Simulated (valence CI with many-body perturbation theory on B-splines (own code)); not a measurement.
**Br XXIX: electric-dipole lines**

Calculated by valence CI with perturbative core correlation (CI+MBPT): five valence electrons over a frozen Dirac-Fock core [He], radial functions for each j: 11 s, 11 p, 10 d, 8 f, 5 g, 2 h, with the one-electron correlation potential Σ1 (screened to all orders), the two-electron term Σ2, the three-electron term Σ3, Breit, model QED; selected single and double excitations, second order for the rest, scaled by the run's own slope (own B-spline code, finite nucleus).

The last digits are not significant, and no measured levels were compared; by estimate large intervals hold to a few tenths of a per cent, small ones and those within an open d or f shell to about a per cent. Among the levels kept, up to 5300 cm⁻¹ of a level comes from second order outside the variational space, and about a tenth of that is noise between levels of different J, which matters for small intervals.

Lines 1 to 50 of 600 in falling wavelength, among levels below 158.16 Ry, chosen from the strongest by gf and those to the six lowest levels. Wavelengths and rates use the calculated energies. Electric multipoles are in the length gauge, E1 and E2 with the static RPA response of the core. Weak lines are less certain than strong ones. Lines between different terms over intervals too small for the method are left out, as are lines whose strength nearly cancels. The highest levels of a list are the least certain.

Levels are named by their leading jj configuration (3d3/2^4 stands for four electrons in 3d with j = 3/2), which in mixed levels can hold well under half, so a name can repeat and another be missing. Letters in brackets count levels of one name in rising energy.

| λ vac (nm) | Upper | Lower | A (s⁻¹) | S (a.u.) with core polarisation | S without |
| --- | --- | --- | --- | --- | --- |
| 39.92 | (2s 2p1/2 2p3/2^2 3p1/2) J=7/2 | (2s 2p1/2 2p3/2^2 3s) J=5/2 [b] | 5.16e+08 | 1.30e-01 | 1.30e-01 |
| 36.41 | (2s^2 2p1/2 2p3/2 3p1/2) J=5/2 | (2s^2 2p1/2 2p3/2 3s) J=3/2 [b] | 7.27e+08 | 1.04e-01 | 1.04e-01 |
| 33.58 | (2s^2 2p1/2^2 3p1/2) J=1/2 | (2s^2 2p1/2^2 3s) J=1/2 | 2.60e+09 | 9.72e-02 | 9.72e-02 |
| 33.46 | (2s 2p1/2 2p3/2^2 3p1/2) J=3/2 [a] | (2s 2p1/2 2p3/2^2 3s) J=5/2 [a] | 1.98e+09 | 1.47e-01 | 1.47e-01 |
| 33.45 | (2s 2p1/2 2p3/2^2 3p1/2) J=5/2 [c] | (2s 2p1/2 2p3/2^2 3s) J=5/2 [c] | 1.35e+09 | 1.50e-01 | 1.50e-01 |
| 32.80 | (2s^2 2p1/2 2p3/2 3p1/2) J=5/2 | (2s^2 2p1/2 2p3/2 3s) J=5/2 | 1.57e+09 | 1.64e-01 | 1.64e-01 |
| 32.68 | (2s 2p1/2 2p3/2^2 3p3/2) J=7/2 [a] | (2s 2p1/2 2p3/2^2 3s) J=7/2 | 6.76e+08 | 9.32e-02 | 9.32e-02 |
| 32.67 | (2s 2p1/2^2 2p3/2 3p1/2) J=3/2 [b] | (2s 2p1/2^2 2p3/2 3s) J=1/2 | 1.44e+09 | 9.90e-02 | 9.91e-02 |
| 31.89 | (2s 2p1/2 2p3/2^2 3p1/2) J=3/2 [b] | (2s 2p1/2 2p3/2^2 3s) J=3/2 [b] | 1.63e+09 | 1.05e-01 | 1.05e-01 |
| 30.97 | (2s 2p1/2 2p3/2^2 3p1/2) J=5/2 [a] | (2s 2p1/2 2p3/2^2 3s) J=5/2 [a] | 1.17e+09 | 1.03e-01 | 1.03e-01 |
| 30.74 | (2s 2p1/2^2 2p3/2 3p1/2) J=3/2 [a] | (2s 2p1/2^2 2p3/2 3s) J=5/2 | 3.34e+09 | 1.91e-01 | 1.92e-01 |
| 30.40 | (2s 2p3/2^3 3p1/2) J=5/2 | (2s 2p3/2^3 3s) J=3/2 [a] | 2.61e+09 | 2.17e-01 | 2.18e-01 |
| 30.39 | (2s^2 2p1/2 2p3/2 3p1/2) J=3/2 [a] | (2s^2 2p1/2 2p3/2 3s) J=3/2 [a] | 1.82e+09 | 1.01e-01 | 1.01e-01 |
| 30.13 | (2s 2p1/2 2p3/2^2 3p1/2) J=7/2 | (2s 2p1/2 2p3/2^2 3s) J=7/2 | 1.54e+09 | 1.66e-01 | 1.66e-01 |
| 29.63 | (2s 2p1/2^2 2p3/2 3p1/2) J=5/2 | (2s 2p1/2^2 2p3/2 3s) J=5/2 | 3.20e+09 | 2.47e-01 | 2.47e-01 |
| 29.55 | (2s 2p1/2 2p3/2^2 3d5/2) J=9/2 [b] | (2s 2p1/2 2p3/2^2 3p3/2) J=9/2 | 1.29e+09 | 1.64e-01 | 1.64e-01 |
| 29.36 | (2s 2p1/2^2 2p3/2 3d3/2) J=7/2 [a] | (2s 2p1/2^2 2p3/2 3p3/2) J=7/2 | 1.20e+09 | 1.20e-01 | 1.20e-01 |
| 29.17 | (2s 2p1/2 2p3/2^2 3p1/2) J=3/2 [c] | (2s 2p1/2 2p3/2^2 3s) J=5/2 [c] | 2.25e+09 | 1.10e-01 | 1.10e-01 |
| 29.00 | (2s 2p1/2 2p3/2^2 3d5/2) J=9/2 [a] | (2s 2p1/2 2p3/2^2 3p1/2) J=7/2 | 8.33e+08 | 1.00e-01 | 1.00e-01 |
| 28.90 | (2s^2 2p1/2 2p3/2 3d3/2) J=7/2 | (2s^2 2p1/2 2p3/2 3p3/2) J=7/2 | 9.43e+08 | 8.99e-02 | 8.98e-02 |
| 28.90 | (2s 2p1/2^2 2p3/2 3p3/2) J=3/2 [a] | (2s 2p1/2^2 2p3/2 3s) J=3/2 [a] | 3.07e+09 | 1.46e-01 | 1.46e-01 |
| 28.88 | (2s^2 2p1/2 2p3/2 3d5/2) J=3/2 [b] | (2s^2 2p1/2 2p3/2 3p3/2) J=1/2 [b] | 1.70e+09 | 8.07e-02 | 8.07e-02 |
| 28.85 | (2s 2p1/2^2 2p3/2 3d5/2) J=7/2 | (2s 2p1/2^2 2p3/2 3p3/2) J=5/2 [b] | 1.23e+09 | 1.17e-01 | 1.17e-01 |
| 28.83 | (2s 2p1/2 2p3/2^2 3p3/2) J=5/2 [a] | (2s 2p1/2 2p3/2^2 3s) J=3/2 [a] | 2.72e+09 | 1.93e-01 | 1.93e-01 |
| 28.60 | (2s^2 2p3/2^2 3p1/2) J=3/2 | (2s^2 2p3/2^2 3s) J=5/2 | 3.01e+09 | 1.39e-01 | 1.39e-01 |
| 28.54 | (2s 2p1/2 2p3/2^2 3p3/2) J=7/2 [b] | (2s 2p1/2 2p3/2^2 3s) J=5/2 [b] | 2.72e+09 | 2.50e-01 | 2.50e-01 |
| 28.53 | (2s 2p1/2 2p3/2^2 3d5/2) J=7/2 [a] | (2s 2p1/2 2p3/2^2 3p3/2) J=5/2 [a] | 1.61e+09 | 1.48e-01 | 1.48e-01 |
| 28.35 | (2s 2p3/2^3 3p1/2) J=1/2 | (2s 2p3/2^3 3s) J=3/2 [b] | 3.68e+09 | 8.27e-02 | 8.27e-02 |
| 28.27 | (2s 2p1/2 2p3/2^2 3d5/2) J=5/2 [c] | (2s 2p1/2 2p3/2^2 3p3/2) J=3/2 [c] | 1.74e+09 | 1.17e-01 | 1.17e-01 |
| 28.13 | (2s 2p1/2^2 2p3/2 3d5/2) J=9/2 | (2s 2p1/2^2 2p3/2 3p3/2) J=7/2 | 4.15e+09 | 4.56e-01 | 4.56e-01 |
| 28.11 | (2s 2p1/2 2p3/2^2 3d5/2) J=7/2 [c] | (2s 2p1/2 2p3/2^2 3p3/2) J=5/2 [c] | 2.37e+09 | 2.08e-01 | 2.08e-01 |
| 28.11 | (2s 2p1/2 2p3/2^2 3p1/2) J=3/2 [d] | (2s 2p1/2 2p3/2^2 3s) J=3/2 [d] | 2.10e+09 | 9.20e-02 | 9.21e-02 |
| 27.97 | (2s^2 2p3/2^2 3p1/2) J=5/2 | (2s^2 2p3/2^2 3s) J=3/2 | 1.73e+09 | 1.12e-01 | 1.12e-01 |
| 27.93 | (2s 2p1/2 2p3/2^2 3d5/2) J=7/2 [a] | (2s 2p1/2 2p3/2^2 3p3/2) J=7/2 [a] | 1.17e+09 | 1.00e-01 | 1.00e-01 |
| 27.92 | (2s 2p1/2^2 2p3/2 3d5/2) J=5/2 [b] | (2s 2p1/2^2 2p3/2 3p3/2) J=3/2 [b] | 1.92e+09 | 1.23e-01 | 1.23e-01 |
| 27.88 | (2s 2p1/2 2p3/2^2 3d5/2) J=11/2 | (2s 2p1/2 2p3/2^2 3p3/2) J=9/2 | 4.33e+09 | 5.56e-01 | 5.56e-01 |
| 27.81 | (2s^2 2p3/2^2 3d5/2) J=5/2 [a] | (2s^2 2p3/2^2 3p3/2) J=3/2 [a] | 2.39e+09 | 1.52e-01 | 1.52e-01 |
| 27.74 | (2s 2p3/2^3 3p1/2) J=3/2 [b] | (2s 2p3/2^3 3s) J=3/2 [b] | 3.21e+09 | 1.35e-01 | 1.35e-01 |
| 27.70 | (2s 2p3/2^3 3d5/2) J=9/2 | (2s 2p3/2^3 3p3/2) J=7/2 | 4.30e+09 | 4.51e-01 | 4.51e-01 |
| 27.57 | (2s 2p1/2 2p3/2^2 3d5/2) J=5/2 [a] | (2s 2p1/2 2p3/2^2 3p3/2) J=3/2 [a] | 2.46e+09 | 1.52e-01 | 1.52e-01 |
| 27.34 | (2s 2p3/2^3 3d5/2) J=7/2 | (2s 2p3/2^3 3p3/2) J=5/2 [a] | 3.13e+09 | 2.53e-01 | 2.53e-01 |
| 27.34 | (2s 2p1/2 2p3/2^2 3d5/2) J=3/2 [e] | (2s 2p1/2 2p3/2^2 3p3/2) J=1/2 [d] | 2.54e+09 | 1.02e-01 | 1.02e-01 |
| 27.29 | (2s^2 2p3/2^2 3p1/2) J=1/2 | (2s^2 2p3/2^2 3s) J=1/2 | 4.84e+09 | 9.72e-02 | 9.72e-02 |
| 27.20 | (2s 2p1/2 2p3/2^2 3d3/2) J=7/2 [c] | (2s 2p1/2 2p3/2^2 3p3/2) J=7/2 [c] | 1.12e+09 | 8.94e-02 | 8.94e-02 |
| 27.19 | (2s 2p3/2^3 3d5/2) J=5/2 | (2s 2p3/2^3 3p3/2) J=5/2 [a] | 2.09e+09 | 1.25e-01 | 1.25e-01 |
| 27.08 | (2s 2p1/2 2p3/2^2 3d5/2) J=7/2 [d] | (2s 2p1/2 2p3/2^2 3p3/2) J=5/2 [d] | 3.87e+09 | 3.03e-01 | 3.03e-01 |
| 26.97 | (2s 2p1/2 2p3/2^2 3d5/2) J=9/2 [a] | (2s 2p1/2 2p3/2^2 3p3/2) J=7/2 [a] | 3.74e+09 | 3.62e-01 | 3.62e-01 |
| 26.86 | (2s 2p1/2 2p3/2^2 3d5/2) J=9/2 [c] | (2s 2p1/2 2p3/2^2 3p3/2) J=7/2 [c] | 4.69e+09 | 4.49e-01 | 4.49e-01 |
| 26.70 | (2s 2p3/2^3 3p1/2) J=3/2 [a] | (2s 2p3/2^3 3s) J=5/2 | 4.23e+09 | 1.59e-01 | 1.59e-01 |
| 26.69 | (2s^2 2p3/2^2 3d5/2) J=7/2 | (2s^2 2p3/2^2 3p3/2) J=5/2 | 3.38e+09 | 2.53e-01 | 2.53e-01 |
